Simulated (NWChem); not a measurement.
# C$_{3}$H$_{4}$F$_{2}$Si; SMILES C(=C(F)F)=C[SiH3]

```xyz
10

F      1.0948    -2.2096     0.2024
C      0.0000    -1.4916    -0.0464
F     -1.0955    -2.2077     0.2048
C      0.0006    -0.2646    -0.4868
C      0.0013     0.9855    -0.8799
Si     0.0036     2.4417     0.3209
H      0.0004     1.1989    -1.9540
H      1.2069     3.2846     0.0861
H      0.0079     1.9315     1.7135
H     -1.2025     3.2825     0.0935
```
Atoms are numbered in this order, from 1.

Level: B3LYP/6-31G* (spherical d) (NWChem), optimised geometry, unscaled harmonic frequencies. 

```tsv
frequency (cm⁻¹)	IR intensity (km/mol)
99	0.0
101	0.1
121	0.0
229	0.0
348	8.7
476	17.0
532	7.7
596	7.8
619	1.8
623	26.0
758	11.9
850	56.0
850	47.7
934	299.2
945	40.7
959	91.0
1222	21.1
1281	232.6
1452	353.4
2112	119.0
2248	114.3
2252	149.7
2280	109.9
3095	9.2
```

```
Quantity                                                                           Result
-----------------------------------------------------------------------  ----------------
zero-point energy                                                           35.7 kcal/mol
thermal correction to the enthalpy at 298.15 K (with zero-point energy)     40.8 kcal/mol
heat capacity Cv                                                         24.3 cal/(mol K)
entropy at 298.15 K and 1 atm (symmetry number 1)                        84.5 cal/(mol K)
dipole moment                                                                      1.58 D
```

Rigid rotor and harmonic oscillator; modes under 100 cm⁻¹ make the entropy uncertain.
